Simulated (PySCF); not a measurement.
Isomers of C5H14Si2, mass 130.063 u with the commonest isotopes. Computed with PBE0/pcSseg-1 in PySCF (dipole) on a GFN2-xTB geometry, gas phase. One conformer each, none proved a minimum here; rigid rotors.

Problem. Order these by rotational constant A, largest first.
A. `[CH3:1][CH2:2][Si:3]1([CH3:4])[CH2:5][SiH2:6][CH2:7]1` with C1–C2–Si3–C4 179°
B. `[CH2:1]=[CH:2][SiH2:3][Si@@H:4]([CH3:5])[CH2:6][CH3:7]` with C1–C2–Si3–Si4 -110°, C2–Si3–Si4–C5 89°, Si3–Si4–C6–C7 -56°
C. `[CH3:1][CH:2]([CH3:3])[SiH2:4]/[CH:5]=[CH:6]/[SiH3:7]` with C1–C2–Si4–C5 -58°, C2–Si4–C5–C6 121°

Solution. C (4274 MHz), B (2869 MHz), A (2019 MHz).

Problem. Order these by radius of gyration √(Σ m r²/M), smallest first.
A. `[CH3:1][CH:2]([CH3:3])[SiH2:4]/[CH:5]=[CH:6]/[SiH3:7]` with C1–C2–Si4–C5 -58°, C2–Si4–C5–C6 121°
B. `[CH2:1]=[CH:2][SiH2:3][Si@@H:4]([CH3:5])[CH2:6][CH3:7]` with C1–C2–Si3–Si4 -110°, C2–Si3–Si4–C5 89°, Si3–Si4–C6–C7 -56°
C. `[CH2:1]=[CH:2][CH2:3][SiH2:4][CH2:5][SiH2:6][CH3:7]` with C1–C2–C3–Si4 101°, C2–C3–Si4–C5 55°, C3–Si4–C5–Si6 57°, Si4–C5–Si6–C7 173°
D. `[CH3:1][CH2:2][Si:3]1([CH3:4])[CH2:5][SiH2:6][CH2:7]1` with C1–C2–Si3–C4 179°

Solution. D (2.026 Å), B (2.350 Å), C (2.434 Å), A (2.645 Å).

Problem. Order these by rotational constant B, largest first.
A. `[CH2:1]=[CH:2][CH2:3][SiH2:4][CH2:5][SiH2:6][CH3:7]` with C1–C2–C3–Si4 101°, C2–C3–Si4–C5 55°, C3–Si4–C5–Si6 57°, Si4–C5–Si6–C7 173°
B. `[CH3:1][CH:2]([CH3:3])[SiH2:4]/[CH:5]=[CH:6]/[SiH3:7]` with C1–C2–Si4–C5 -58°, C2–Si4–C5–C6 121°
C. `[CH2:1]=[CH:2][SiH2:3][Si@@H:4]([CH3:5])[CH2:6][CH3:7]` with C1–C2–Si3–Si4 -110°, C2–Si3–Si4–C5 89°, Si3–Si4–C6–C7 -56°
D. `[CH3:1][CH2:2][Si:3]1([CH3:4])[CH2:5][SiH2:6][CH2:7]1` with C1–C2–Si3–C4 179°

Solution. D (1457 MHz), C (855.9 MHz), A (788.8 MHz), B (620.7 MHz).

| SMILES | point group | Ia (u·Å²) | Ib (u·Å²) | Ic (u·Å²) | κ | μa (D) | μb (D) | μc (D) |
| --- | --- | --- | --- | --- | --- | --- | --- | --- |
| C=C[SiH2][Si@@H](C)CC | C1 | 176.13 | 590.49 | 670.10 | -0.90 | 0.32 | 0.47 | 0.09 |
| C=CC[SiH2]C[SiH2]C | C1 | 177.25 | 640.68 | 723.28 | -0.92 | 0.72 | 0.13 | 0.45 |
| CC[Si]1(C)C[SiH2]C1 | near Cs | 250.35 | 346.89 | 470.83 | -0.19 | 0.82 | 0.29 | 0.00 |
| CC(C)[SiH2]/C=C/[SiH3] | C1 | 118.24 | 814.18 | 887.07 | -0.97 | 0.46 | 0.36 | 0.16 |
